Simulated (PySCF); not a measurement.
B3LYP has the VWN-RPA correlation part, as in Gaussian. 

Z-matrix (Å, degrees):
```
I
```
Charge 0, spin multiplicity 2.

Task: What dipole moment, highest occupied spin orbital and total energy does B3LYP-D3(BJ)/def2-TZVP (PySCF 2.14.0) give?

Result: 
dipole moment: 0.00 D
highest occupied spin orbital: -7.63 eV
total energy: -297.7785 Ha
